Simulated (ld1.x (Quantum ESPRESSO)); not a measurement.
**Reading a pseudo-wave (aluminium)**

Columns: radius, all-electron u(r) and pseudo u(r) of the 3s shell (level -7.73 eV) of aluminium in the configuration [Ne] 3s2 3p1; PBE, non-relativistic, TM scheme, ld1.x (Quantum ESPRESSO) 7.5.

```tsv
r (bohr)	all-electron	pseudo
0.118	0.0893	0.0249
0.235	-0.1434	0.0504
0.353	-0.2774	0.0779
0.470	-0.2871	0.1078
0.588	-0.2157	0.1417
0.705	-0.1040	0.1800
0.822	0.0219	0.2240
0.940	0.1474	0.2748
1.058	0.2625	0.3320
1.175	0.3624	0.3935
1.292	0.4466	0.4568
1.410	0.5159	0.5178
1.528	0.5707	0.5708
1.645	0.6123	0.6123
1.763	0.6425	0.6425
1.880	0.6619	0.6619
1.998	0.6721	0.6721
2.115	0.6743	0.6743
2.232	0.6698	0.6698
2.350	0.6596	0.6596
2.468	0.6447	0.6447
2.585	0.6264	0.6264
2.702	0.6053	0.6053
2.820	0.5820	0.5820
2.938	0.5571	0.5571
3.055	0.5316	0.5316
```

**Question.** How many radial nodes do the two functions have?

**Answer.** The all-electron 3s function has n − l − 1 = 2; the pseudo-wave has 0, since the states of the same l below it are removed with the core.

**Question.** At about which radius was the pseudo-wave matched?

**Answer.** 1.65 bohr. The columns agree to 0.0005 from 1.53 bohr on; several derivatives are matched, so the curves merge somewhat inside the radius.

**Question.** Where does each function peak?

**Answer.** Outermost all-electron maximum near 2.12 bohr, pseudo maximum near 2.12 bohr (to the table’s step).

**Question.** Is the pseudo-wave norm-conserving?

**Answer.** Yes: the TM scheme keeps the norm inside the radius equal to the all-electron one, which fixes the energy derivative of the logarithmic derivative at the level.
